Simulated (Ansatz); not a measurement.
`CB(C)[SeH]` → `C[B][SeH]`• + `[CH3]`•  (homolysis of the B–C bond)

Isolated molecules relaxed with PBE0-D4/def2-TZVP in Ansatz; ΔE leaves out vibrations. CCSD(T)/CBS is the MP2 limit (def2-TZVPP, def2-QZVPP) plus CCSD(T) − MP2 in def2-TZVPP, frozen cores. This one scheme is used for every species. Functionals use def2-TZVPP. B3LYP here is the variant with VWN-RPA as its local correlation; programs differ in this. HSE06 is defined as in plane-wave codes. Open shells (•) are unrestricted, without spin–orbit coupling. For Se outer-core shells are correlated without core-valence functions, which leaves a few kJ/mol of doubt a bond. Scalar relativity is left out up to krypton. One conformer a species, not always the lowest.

(1) What is ΔE at CCSD(T)/CBS? (Best estimate.)

(2) What do these levels give: LDA (SPW92), HSE06-D4, PBE-QIDH, PBE, B3LYP, r2SCANh, BHLYP, LC-ωPBE, MP2/def2-TZVPP, HF/def2-QZVPP, SCS-MP2/def2-QZVPP, HF/CBS(def2)? (Best estimate.)

Largest T1 diagnostic among the species: 0.014.

Results:

(1) The calculation gave: +450.0 kJ/mol.

(2) Ansatz gave: LDA (SPW92) 502.9, HSE06-D4 437.5, PBE-QIDH 445.2, PBE 430.3, B3LYP 418.8, r2SCANh 412.7, BHLYP 418.7, LC-ωPBE 432.3, MP2/def2-TZVPP 458.0, HF/def2-QZVPP 326.5, SCS-MP2/def2-QZVPP 458.6, HF/CBS(def2) 326.5 kJ/mol.

At CCSD(T), def2-SVP lies −13.9 kJ/mol from the extrapolated value and def2-TZVPP −8.4 kJ/mol: correlation converges slowly with the basis, and small sets miss more of it in the bonded molecule than in its fragments. Leaving LDA and LC-ωPBE aside and taking each functional with its dispersion term where it has one, the values, not all of them listed here, spread over 43.8 kJ/mol, from r2SCAN-D4 to ωB97M-V. LDA lies +72.6 kJ/mol from PBE without D4, its usual overbinding. The D4 term adds +12.0 kJ/mol with B3LYP and +6.5 kJ/mol with PBE0; it sums over pairs of atoms, weighted by their polarisabilities, and B3LYP, whose exchange is more repulsive, gets the larger term.
